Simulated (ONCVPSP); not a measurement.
# Transferability test, ONCV potential for Sn (Z = 50)

| Item | Value |
| --- | --- |
| Element | tin (Sn) |
| Generator | ONCVPSP 4.0.1 |
| Type | optimised norm-conserving Vanderbilt (ONCV) |
| Functional | BLYP |
| Relativity | fully relativistic |
| Frozen core | [Ar] 3d10 |
| Valence charge | 22 |
| Reference configuration | 4s2 4p6 4d10 5s2 5p2 |
| Partial waves | 4s+5s: rc 1.55 bohr, ncon 3, nbas 6, qcut 7.8 1/bohr, 2 projectors; 4p+5p: rc 1.75 bohr, ncon 3, nbas 7, qcut 9.4 1/bohr, 2 projectors; 4d: rc 1.60 bohr, ncon 5, nbas 9, qcut 9.2 1/bohr, 3 projectors, debl 3.5 Ha |
| Local potential | polynomial inside 1.15 bohr (lpopt 5, dvloc0 1 Ha) |
| Core correction | none |

Open shells are filled in proportion to 2j + 1.

Energies are relative to the spin-unpolarised reference configuration 4s2 4p6 4d10 5s2 5p2; without spin polarisation the order of configurations can differ from experiment.

```
valence configuration  charge  ΔE all-electron (eV)  error AE − PS (meV)
 4s2 4p6 4d10 5s2 5p1      +1                 6.815                 +0.2
 4s2 4p6 4d10 5s2 5p0      +2                20.813                 +0.6
```

(1) What are ΔE and the potential's error for 4s2 4p6 4d10 5s1 5p2?

(2) What are ΔE and the potential's error for 4s2 4p6 4d10 5s1 5p0?

Levels in the configuration 4s2 4p6 4d10 5s2 5p1:

| level | all-electron (eV) | pseudo (eV) |
| --- | --- | --- |
| 4s j=1/2 | -141.557 | -141.562 |
| 4p j=3/2 | -95.028 | -95.030 |
| 4p j=1/2 | -102.630 | -102.631 |
| 4d j=5/2 | -33.149 | -33.150 |
| 4d j=3/2 | -34.195 | -34.197 |
| 5s j=1/2 | -17.768 | -17.768 |
| 5p j=3/2 | -10.047 | -10.046 |
| 5p j=1/2 | -10.618 | -10.617 |

Results:

(1) ΔE = 14.455 eV all-electron; the error (AE − PS) is -0.2 meV.

(2) ΔE = 51.904 eV all-electron; the error (AE − PS) is -2.1 meV.
